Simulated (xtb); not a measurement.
Job for xtb: GFN-FF on HF (SMILES F).

```
$ xtb mol.xyz --gfnff --sp --chrg 0 --uhf 0
2

F     -0.00000000     0.00000000     0.46222970
H      0.00000000    -0.00000000    -0.46222970
```

Output:

```
[...]
           -------------------------------------------------
          |                Calculation Setup                |
           -------------------------------------------------



          ==================== Thresholds ====================
          CN  :   150.00000
          rep :   500.00000
          disp:  2500.00000
          HB1 :   250.00000
          HB2 :   450.00000

          Pauling EN used:
          Z : 1  EN :  2.20
          Z : 9  EN :  3.98
          electric field strengths (au): 0.000

           -------------------------------------------------
          |           Force Field Initialization            |
           -------------------------------------------------

          distances ...
          ----------------------------------------
          generating topology and atomic info file ...
          pair mat ...
          computing topology distances matrix with Floyd-Warshall algo ...
          making topology EEQ charges ...
          #fragments for EEQ constrain: 1
          ----------------------------------------
          generating topology and atomic info file ...
          pair mat ...
          computing topology distances matrix with Floyd-Warshall algo ...
          making topology EEQ charges ...
          #fragments for EEQ constrain: 1
          rings ...
          # BATM   0
          # H in HB   1

  atom   neighbors  erfCN metchar sp-hybrid imet pi  qest     coordinates
    1  F       1    0.98   0.00         0    0    0  -0.322   -0.000000    0.000000    0.873488
    2  H       1    0.98   0.00         0    0    0   0.322    0.000000   -0.000000   -0.873488

          #atoms :   2
          #bonds :   1
          #angl  :   0
          #tors  :   0
          #nmol  :   1
          #optfrag :   1
           -------------------------------------------------
          |                   G F N - F F                   |
          |          A general generic force-field          |
          |                  Version 1.0.3                  |
           -------------------------------------------------
          Number of HB bonds (bound hydrogen)     0
          Number of HB bonds (unbound hydrogen)   0
          Number of XB bonds                      0

 E+G (total)                   0 d,  0 h,  0 min,  0.000 sec
 distance/D3 list               ...        0 min,  0.000 sec (  1.289%)
 non bonded repulsion           ...        0 min,  0.000 sec ( 11.542%)
 dCN                            ...        0 min,  0.000 sec (  2.601%)
 EEQ energy and q               ...        0 min,  0.000 sec ( 20.432%)
 D3                             ...        0 min,  0.000 sec ( 21.258%)
 EEQ gradient                   ...        0 min,  0.000 sec ( 11.607%)
 bonds                          ...        0 min,  0.000 sec (  6.629%)
 bend and torsion               ...        0 min,  0.000 sec (  0.877%)
 bonded ATM                     ...        0 min,  0.000 sec (  0.782%)
 HB/XB (incl list setup)        ...        0 min,  0.000 sec ( 12.274%)

         :::::::::::::::::::::::::::::::::::::::::::::::::::::
         ::                     SUMMARY                     ::
         :::::::::::::::::::::::::::::::::::::::::::::::::::::
         :: total energy              -0.156964138489 Eh    ::
         :: gradient norm              0.039383890670 Eh/a0 ::
         ::.................................................::
         :: bond energy               -0.141928271283 Eh    ::
         :: angle energy               0.000000000000 Eh    ::
         :: torsion energy             0.000000000000 Eh    ::
         :: repulsion energy           0.018452287395 Eh    ::
         :: electrostat energy        -0.033444361565 Eh    ::
Note: The following floating-point exceptions are signalling: IEEE_UNDERFLOW_FLAG IEEE_DENORMAL
normal termination of xtb
         :: dispersion energy         -0.000043793037 Eh    ::
         :: HB energy                  0.000000000000 Eh    ::
         :: XB energy                  0.000000000000 Eh    ::
         :: bonded atm energy          0.000000000000 Eh    ::
         :: external energy            0.000000000000 Eh    ::
         :: add. restraining           0.000000000000 Eh    ::
         :: total charge               0.000000000000 e     ::
         :::::::::::::::::::::::::::::::::::::::::::::::::::::

           -------------------------------------------------
          |                Property Printout                |
           -------------------------------------------------

molecular dipole:
                 x           y           z       tot (Debye)
 q only:        0.000       0.000      -0.667       1.696

           -------------------------------------------------
          | TOTAL ENERGY               -0.156964138489 Eh   |
          | GRADIENT NORM               0.039383890670 Eh/α |
           -------------------------------------------------
########################################################################
[WARNING] Runtime exception occurred
-1- gfnff_setup: Could not read topology file.
########################################################################

------------------------------------------------------------------------
------------------------------------------------------------------------
 total:
 SCF:
```

The run finished.

Cost: very roughly 0.03 core-seconds.
